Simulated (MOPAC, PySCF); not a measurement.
HClOSi, SMILES `O[Si]Cl` (lower singlet; H–O–Si–Cl torsion 0°), neutral singlet in the gas phase. This singlet lies 2.64 eV below the relaxed triplet at the level frozen-core CCSD(T)/cc-pVTZ // PBE0-D3(BJ)/def2-TZVP (Ansatz).

Cartesian coordinates (Å):
SMILES: O[Si]Cl
```xyz
4

O     -1.0604     0.2034    -0.0030
Si     0.3377     1.0546    -0.0014
Cl     1.7659    -0.4988     0.0056
H     -1.0432    -0.7593    -0.0011
```
Charge 0, spin multiplicity 1.

All levels are single points at this geometry (PBE0-D3(BJ)/def2-TZVP); Pople sets use spherical d functions. Orbital energies aren't observables, and empty levels follow the basis.

PBE0-D3(BJ)/def2-TZVP in PySCF gives gap (eV) = 5.61.

### Question
Estimate the gap (eV) from each of these levels: PBE-D3(BJ)/def2-TZVP in PySCF; B3LYP/3-21G in PySCF; B3LYP/6-311+G** in PySCF; B3LYP/6-31G* in PySCF; B3LYP/LANL2DZ in PySCF; BP86/6-31G* in PySCF; M06-2X/6-31G* in PySCF; PBE/6-31G* in PySCF; SVWN5/6-31G* in PySCF; HF/6-31G* in PySCF; PM3 in MOPAC; PM7 in MOPAC.

### Answer

```
level                          gap (eV)
-----------------------------  --------
PBE-D3(BJ)/def2-TZVP in PySCF      3.70
B3LYP/3-21G in PySCF               5.19
B3LYP/6-311+G** in PySCF           5.20
B3LYP/6-31G* in PySCF              5.28
B3LYP/LANL2DZ in PySCF             5.00
BP86/6-31G* in PySCF               3.76
M06-2X/6-31G* in PySCF             7.54
PBE/6-31G* in PySCF                3.74
SVWN5/6-31G* in PySCF              3.68
HF/6-31G* in PySCF                11.30
PM3 in MOPAC                       7.33
PM7 in MOPAC                       9.94
```
